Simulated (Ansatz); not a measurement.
Problem. Name a neutral molecule of B, C, F, N, O and H with LUMO energy (B3LYP/def2-TZVPP) between -1.20 and -0.90 eV and HOMO energy (PBE0/def2-TZVPP) between -8.30 and -8.00 eV (Ansatz, PBE0-D4/def2-TZVP geometry).

Solution. `NC1(F)BO1` (-1.02 eV, -8.12 eV). Other molecules can fit too; these were computed, each in one conformer that needn't be the lowest.

B3LYP here is the variant with VWN-RPA as its local correlation; programs differ in this.
